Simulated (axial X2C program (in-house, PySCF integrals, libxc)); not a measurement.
**SrSe⁺: from the spin-free to the two-component result**

Calculated with an in-house relativistic program for diatomic molecules. Spin-free means the one-electron spin-free X2C Hamiltonian; two-component (2c) means X2C with spin–orbit coupling and atomic mean-field two-electron Coulomb and Gaunt terms, so the difference of the two also holds small scalar two-electron terms. Basis: Sr dyall-cv3z [13s12p8d5f1g], Se dyall-cv3z [8s9p6d4f1g] (cores contracted in-house); Gaussian nuclei, density fitting, unrestricted open shells. Masses: Sr 87.906 u, Se 79.917 u.

Spin-free state: M_S = 1/2, Λ = 1 (beyond evenly filled blocks: π+α, π+β, π-α); fragments Sr+ + Se.

```json
{"level": "PBE0", "Re (Å)": "2.720", "ωe (cm⁻¹)": "236.7", "De (eV)": "2.533", "μ (D)": "-11.02"}
{"level": "HF", "Re (Å)": "2.787", "ωe (cm⁻¹)": "230.1", "De (eV)": "1.250", "μ (D)": "-12.94"}
{"level": "MP2", "Re (Å)": "2.741", "ωe (cm⁻¹)": "236.1", "De (eV)": "2.182", "μ (D)": "n/a"}
{"level": "CCSD", "Re (Å)": "2.753", "ωe (cm⁻¹)": "233.7", "De (eV)": "2.134", "μ (D)": "n/a"}
{"level": "CCSD(T)", "Re (Å)": "2.752", "ωe (cm⁻¹)": "233.0", "De (eV)": "2.193", "μ (D)": "n/a"}
{"level": "PW91", "Re (Å)": "2.729", "ωe (cm⁻¹)": "229.5", "De (eV)": "2.692", "μ (D)": "-10.29"}
```

Correlated methods: 15 electrons correlated (number of frozen shells: Sr 3 s, 2 p, 1 d; Se 3 s, 2 p, 1 d), 279 virtual spin orbitals or spinors in MP2, 90 natural virtuals in coupled cluster.

Dipoles are positive if Se is the positive end and refer to the centre of mass.

Task: Within this multiplet, which Ω should lie lowest by the rule for regular and inverted multiplets?

Result: The open π shell holds three electrons, one hole, so the multiplet is inverted: Ω = Λ + 1/2 = 3/2. The PBE0 2c search agrees.

Two-component determinant lowest at the distance of the search:

Ω = 3/2 (⟨Sz⟩ = 0.50, ⟨Lz⟩ = 1.00 at HF); fragments Sr+ + Se.

```json
{"level": "PBE0", "Re (Å)": "2.720", "ωe (cm⁻¹)": "236.2", "De (eV)": "2.574", "μ (D)": "-11.00"}
{"level": "HF", "Re (Å)": "2.788", "ωe (cm⁻¹)": "229.5", "De (eV)": "n/a", "μ (D)": "-12.93"}
{"level": "MP2", "Re (Å)": "2.741", "ωe (cm⁻¹)": "235.6", "De (eV)": "2.153", "μ (D)": "n/a"}
{"level": "CCSD", "Re (Å)": "2.754", "ωe (cm⁻¹)": "233.1", "De (eV)": "2.112", "μ (D)": "n/a"}
{"level": "CCSD(T)", "Re (Å)": "2.752", "ωe (cm⁻¹)": "232.4", "De (eV)": "2.165", "μ (D)": "n/a"}
{"level": "PW91", "Re (Å)": "2.730", "ωe (cm⁻¹)": "228.9", "De (eV)": "2.734", "μ (D)": "-10.28"}
```

Task: From the two tables, how do the constants change at the CCSD(T) level (2c against spin-free)?

Result: At the CCSD(T) level Re stays the same within 0.001 Å and ωe falls by 0.6 cm⁻¹; De changes by -0.028 eV.

One determinant describes the state; a PBE0 search over occupations chose it and may have missed a lower one. Dissociation energies refer to the lowest single-determinant-based atoms at the same level and basis. De is not given where an atomic determinant may have missed its ground term or J level, or where the truncated virtual space spoils (T). Density functionals use the spin component along the axis (collinear). Coupled cluster ran in a truncated set of natural virtual spinors; the MP2 energy of the rest was added. (T) has no such correction and the atoms are truncated less, which lowers De at CCSD(T) by a hundredth of an eV or more. The functionals have no current-density term, which raises determinants with orbital currents, atoms included.
